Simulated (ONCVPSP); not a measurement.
Mn: excitation energies, all-electron against ONCV

manganese, optimised norm-conserving Vanderbilt (ONCV), made with ONCVPSP 4.0.1 (PBEsol, scalar-relativistic). Core [Ne], reference 3s2 3p6 3d5 4s2. Waves: 3s+4s: rc 1.45 bohr, ncon 4, nbas 7, qcut 7.9 1/bohr, 2 projectors; 3p: rc 1.45 bohr, ncon 4, nbas 7, qcut 10.4 1/bohr, 1 projector; 3d: rc 1.05 bohr, ncon 5, nbas 10, qcut 12.5 1/bohr, 2 projectors, debl 2.2 Ha. Local part: polynomial inside 0.85 bohr (lpopt 5, dvloc0 4 Ha). Core correction: Teter function, fcfact 5.5, rcfact 1.1.

Energies are relative to the spin-unpolarised reference configuration 3s2 3p6 3d5 4s2; without spin polarisation the order of configurations can differ from experiment.

(1) Give the all-electron excitation energy and the error of the potential for: 3s2 3p6 3d5 4s1; 3s2 3p6 3d5 4s0; 3s2 3p6 3d4 4s0; 3s1 3p6 3d5 4s2.

Levels in the configuration 3s2 3p6 3d5 4s0:

```csv
level,all-electron (eV),pseudo (eV)
3s,-103.418,-103.421
3p,-72.273,-72.271
3d,-24.281,-24.289
```

Answers

(1)

```tsv
valence configuration	charge	ΔE all-electron (eV)	error AE − PS (meV)
3s2 3p6 3d5 4s1	+1	8.433	-0.4
3s2 3p6 3d5 4s0	+2	23.945	-0.4
3s2 3p6 3d4 4s0	+3	56.425	-2.0
3s1 3p6 3d5 4s2	+1	93.274	-159
```
